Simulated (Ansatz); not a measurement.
C2H2Se (`C=C=[Se]`), relaxed with RKS PBE-D4/def2-SVP in the Gaussian-basis code of Ansatz from a rough embedded geometry. The force threshold is 0.03 eV/Å; the program also tests the step.

Charge 0, multiplicity 1.

Start:

```xyz
5

C    -0.398   -0.250   -0.562
C     0.362    0.208    0.473
Se    1.401    0.790    2.019
H    -0.282    0.265   -1.557
H    -1.083   -1.014   -0.374
```

By how much does the energy fall, and how many steps does the optimiser take? (Best estimate.)

Ansatz gave: 21.12 kcal/mol, in 5 steps, 1 of them rejected.

Which bonds change most? (Estimate.)

Ansatz gave: C2–Se3 from 1.952 to 1.710 Å; C1–H5 from 1.043 to 1.103 Å; C1–C2 from 1.364 to 1.320 Å; C1–H4 from 1.126 to 1.103 Å.

Give the relaxed structure. (Estimate.)

Computed: 
```xyz
5

C    -0.353   -0.201   -0.498
C     0.372    0.212    0.525
Se    1.311    0.748    1.850
H    -0.248    0.264   -1.493
H    -1.081   -1.023   -0.383
```
